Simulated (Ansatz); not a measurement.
Steps of a relaxation of C₃H₇GeN (`[GeH3][CH2]N1C=C1`) with RKS PBE-D4/def2-SVP.

```sh
$ ansatz run in.yaml --threads 4 --pin off --events-out ev --progress --plain --max-ram 10444MiB
```

```yaml
crystal:
  periodic: [false, false, false]
  atoms:
    - {symbol: Ge, position_ang: [-0.969800, 1.383000, 0.579600]}
    - {symbol: C, position_ang: [0.568200, 0.324700, 0.776400]}
    - {symbol: N, position_ang: [0.540100, -0.718400, -0.240000]}
    - {symbol: C, position_ang: [0.258500, -1.982700, -0.664000]}
    - {symbol: C, position_ang: [0.869100, -1.177500, -1.536800]}
    - {symbol: H, position_ang: [-1.016600, 2.561900, 1.639700]}
    - {symbol: H, position_ang: [-0.992700, 2.064900, -0.842200]}
    - {symbol: H, position_ang: [-2.240900, 0.560500, 0.732100]}
    - {symbol: H, position_ang: [0.578400, -0.111200, 1.830800]}
    - {symbol: H, position_ang: [1.478200, 0.960200, 0.678100]}
    - {symbol: H, position_ang: [-0.318100, -2.935600, -0.444100]}
    - {symbol: H, position_ang: [1.322700, -0.984900, -2.475500]}
basis:
  gaussian: {orbitals: def2-SVP}
hamiltonian: {xc: pbe, dispersion: d4}
relax: {f_tol: 0.03, max_steps: 200}
```

Positions (Å) and forces (eV/Å) along the path, 12 of 23 steps:

```xyz
12
step=1 energy=-61201.9524 eV
Ge   -0.970    1.383    0.580   -1.312    2.201   -0.178
C     0.568    0.325    0.776    1.319   -2.322   -0.219
N     0.540   -0.718   -0.240   -0.310    4.559    4.717
C     0.259   -1.983   -0.664   -0.267   -2.474   -2.077
C     0.869   -1.177   -1.537   -0.386   -2.912   -0.707
H    -1.017    2.562    1.640   -0.115   -0.064   -0.110
H    -0.993    2.065   -0.842    0.025   -0.221    0.250
H    -2.241    0.560    0.732   -0.399   -0.362    0.033
H     0.578   -0.111    1.831    0.195    0.124   -0.723
H     1.478    0.960    0.678    0.136   -0.128    0.049
H    -0.318   -2.936   -0.444    0.650    1.118   -0.061
H     1.323   -0.985   -2.475    0.465    0.481   -0.975
12
step=4 energy=-61202.6310 eV
Ge   -1.041    1.575    0.682   -0.017   -0.220   -0.174
C     0.545    0.256    0.716    0.523   -0.057    0.235
N     0.459   -0.717   -0.281   -1.174   -0.025   -0.554
C     0.306   -2.048   -0.726    0.238    0.492    0.417
C     0.962   -1.328   -1.602    0.501   -0.148   -0.185
H    -1.121    2.750    1.721    0.069   -0.044    0.012
H    -1.080    2.197   -0.745   -0.025    0.015    0.004
H    -2.327    0.704    0.845    0.027    0.057   -0.007
H     0.560   -0.201    1.730    0.024   -0.039    0.095
H     1.482    0.855    0.632   -0.004    0.000    0.034
H    -0.153   -2.986   -0.403   -0.065   -0.134    0.056
H     1.486   -1.112   -2.534   -0.099    0.103    0.065
12
step=7 energy=-61203.5434 eV
Ge   -1.047    1.574    0.689   -0.022    0.194    0.175
C     0.439    0.221    0.639    0.116   -0.124    0.238
N    -0.013   -0.587   -0.501    0.249   -0.748   -1.508
C     0.324   -1.976   -0.706    0.990    0.487   -0.001
C     1.109   -1.386   -1.596   -1.456   -0.136    1.970
H    -0.933    2.713    1.794    0.120   -0.361   -0.259
H    -1.149    2.259   -0.708    0.068   -0.078    0.139
H    -2.365    0.800    0.966    0.036    0.012   -0.014
H     0.510   -0.333    1.614   -0.010    0.016   -0.268
H     1.416    0.736    0.489   -0.060   -0.119   -0.103
H     0.046   -2.948   -0.200    0.110    0.758   -0.426
H     1.739   -1.127   -2.446   -0.141    0.100    0.057
12
step=8 energy=-61203.7539 eV
Ge   -1.045    1.543    0.666   -0.211    0.424    0.387
C     0.416    0.232    0.599    0.461   -0.294    0.202
N    -0.075   -0.542   -0.556    0.905   -1.353   -1.147
C     0.330   -1.952   -0.641    0.229    0.170   -0.024
C     1.106   -1.334   -1.488   -1.009    0.547    0.849
H    -0.859    2.644    1.775   -0.002   -0.154   -0.124
H    -1.129    2.236   -0.716   -0.014    0.000    0.021
H    -2.359    0.763    0.963    0.065    0.080   -0.040
H     0.524   -0.374    1.537   -0.127    0.125   -0.179
H     1.417    0.702    0.426   -0.208   -0.001   -0.064
H     0.029   -2.923   -0.181    0.046    0.517   -0.114
H     1.722   -1.051   -2.349   -0.137   -0.061    0.233
12
step=11 energy=-61203.9939 eV
Ge   -1.059    1.573    0.687    0.047   -0.084   -0.011
C     0.368    0.209    0.462   -0.013    0.346    0.185
N    -0.071   -0.610   -0.697    0.104   -0.104    0.000
C     0.403   -2.037   -0.594   -0.038    0.047   -0.122
C     1.075   -1.284   -1.406   -0.095   -0.192    0.104
H    -0.763    2.562    1.855    0.022   -0.038   -0.014
H    -1.183    2.371   -0.636   -0.012    0.024    0.014
H    -2.391    0.835    0.970   -0.043    0.027    0.014
H     0.491   -0.393    1.394   -0.023    0.013   -0.075
H     1.345    0.720    0.288   -0.052   -0.086   -0.053
H     0.061   -2.951   -0.100    0.056   -0.005   -0.026
H     1.799   -1.050   -2.188    0.046    0.053   -0.016
12
step=12 energy=-61204.0044 eV
Ge   -1.079    1.561    0.710   -0.035    0.060   -0.083
C     0.377    0.264    0.404    0.023   -0.318    0.053
N    -0.041   -0.588   -0.752    0.108    0.038   -0.098
C     0.343   -2.035   -0.596    0.056    0.021   -0.042
C     1.119   -1.343   -1.367   -0.027    0.061    0.025
H    -0.754    2.503    1.907    0.006   -0.024   -0.020
H    -1.260    2.409   -0.577   -0.019    0.017    0.049
H    -2.398    0.801    1.007    0.011   -0.001    0.010
H     0.563   -0.345    1.324    0.043    0.100   -0.063
H     1.327    0.793    0.168   -0.024    0.066    0.059
H    -0.055   -2.937   -0.123   -0.014    0.025    0.026
H     1.935   -1.139   -2.071   -0.129   -0.045    0.084
12
step=14 energy=-61204.0179 eV
Ge   -1.103    1.533    0.715    0.001    0.112   -0.013
C     0.401    0.302    0.339    0.031   -0.095   -0.084
N     0.021   -0.548   -0.827    0.113   -0.124    0.039
C     0.291   -2.024   -0.591    0.084    0.123   -0.174
C     1.160   -1.399   -1.326    0.061   -0.032    0.059
H    -0.742    2.411    1.951   -0.027   -0.010   -0.019
H    -1.360    2.472   -0.502    0.036   -0.095    0.080
H    -2.403    0.745    1.028    0.031   -0.028   -0.014
H     0.664   -0.297    1.245    0.000    0.041   -0.025
H     1.303    0.909    0.092   -0.071    0.012    0.009
H    -0.205   -2.885   -0.123    0.058    0.162   -0.061
H     2.051   -1.275   -1.966   -0.317   -0.065    0.201
12
step=18 energy=-61204.0645 eV
Ge   -1.101    1.433    0.752   -0.029   -0.044   -0.038
C     0.528    0.424    0.239    0.080    0.057   -0.031
N     0.196   -0.419   -0.935    0.013    0.146    0.056
C     0.103   -1.882   -0.613    0.406   -0.028   -0.231
C     1.205   -1.505   -1.201   -0.313   -0.286    0.198
H    -0.836    2.283    2.028   -0.010   -0.033   -0.009
H    -1.538    2.374   -0.400    0.030   -0.002    0.013
H    -2.259    0.432    1.026    0.034    0.021    0.033
H     0.933   -0.156    1.108   -0.023    0.043   -0.047
H     1.308    1.165   -0.055   -0.101   -0.077    0.019
H    -0.639   -2.590   -0.209    0.205    0.192   -0.115
H     2.178   -1.615   -1.707   -0.291    0.010    0.151
12
step=19 energy=-61204.0781 eV
Ge   -1.104    1.404    0.755   -0.014   -0.013   -0.036
C     0.547    0.451    0.213    0.042    0.006   -0.028
N     0.245   -0.391   -0.961   -0.072   -0.108   -0.023
C     0.075   -1.847   -0.629   -0.047    0.072   -0.009
C     1.211   -1.535   -1.166    0.026    0.051    0.018
H    -0.843    2.236    2.041    0.005    0.004    0.013
H    -1.566    2.354   -0.379   -0.010   -0.011    0.016
H    -2.229    0.373    1.049    0.007    0.003   -0.008
H     0.973   -0.114    1.080    0.032    0.017   -0.010
H     1.289    1.220   -0.094    0.032    0.030    0.058
H    -0.708   -2.505   -0.246   -0.014   -0.036    0.000
H     2.187   -1.701   -1.628    0.013   -0.015    0.008
12
step=20 energy=-61204.0805 eV
Ge   -1.101    1.392    0.758   -0.001   -0.023   -0.009
C     0.559    0.472    0.181   -0.092   -0.048    0.084
N     0.256   -0.389   -0.980    0.058    0.055   -0.065
C     0.050   -1.829   -0.633    0.012   -0.040    0.025
C     1.213   -1.554   -1.132   -0.002    0.025   -0.017
H    -0.839    2.192    2.064    0.002    0.002   -0.001
H    -1.593    2.365   -0.343   -0.001   -0.004   -0.001
H    -2.211    0.340    1.033    0.008   -0.003   -0.001
H     1.012   -0.077    1.044    0.004    0.002    0.005
H     1.278    1.257   -0.131    0.056    0.040   -0.040
H    -0.752   -2.479   -0.273   -0.027    0.003    0.021
H     2.203   -1.746   -1.554   -0.017   -0.009   -0.001
12
step=22 energy=-61204.0826 eV
Ge   -1.097    1.370    0.758   -0.005   -0.007   -0.006
C     0.582    0.490    0.175    0.021    0.030   -0.005
N     0.289   -0.363   -0.994    0.004   -0.046    0.012
C     0.026   -1.795   -0.638    0.017   -0.009   -0.018
C     1.206   -1.564   -1.119   -0.038    0.035    0.014
H    -0.859    2.178    2.064    0.007    0.002   -0.007
H    -1.620    2.324   -0.346   -0.001   -0.004    0.007
H    -2.171    0.283    1.037   -0.001    0.000   -0.003
H     1.040   -0.061    1.035    0.003   -0.001   -0.005
H     1.293    1.287   -0.134   -0.011   -0.014    0.012
H    -0.805   -2.410   -0.281    0.009    0.017   -0.006
H     2.194   -1.795   -1.524   -0.006   -0.003    0.005
12
step=23 energy=-61204.0828 eV
Ge   -1.096    1.364    0.758    0.005    0.011    0.000
C     0.587    0.493    0.176    0.005    0.016   -0.016
N     0.294   -0.358   -0.996    0.006   -0.023    0.004
C     0.020   -1.788   -0.643   -0.009   -0.012    0.002
C     1.204   -1.563   -1.115   -0.002    0.023   -0.004
H    -0.856    2.182    2.058   -0.004   -0.005    0.000
H    -1.630    2.311   -0.346   -0.001   -0.003    0.000
H    -2.163    0.271    1.042    0.003    0.004    0.005
H     1.046   -0.059    1.034    0.002   -0.003    0.001
H     1.297    1.292   -0.132   -0.011   -0.006    0.011
H    -0.818   -2.397   -0.289   -0.003    0.003   -0.002
H     2.193   -1.802   -1.513    0.009   -0.005   -0.001
```

It took 37 s on 4 threads of an Intel Xeon Platinum 8175M on a shared host, with 0.2 GiB of host memory at the peak.
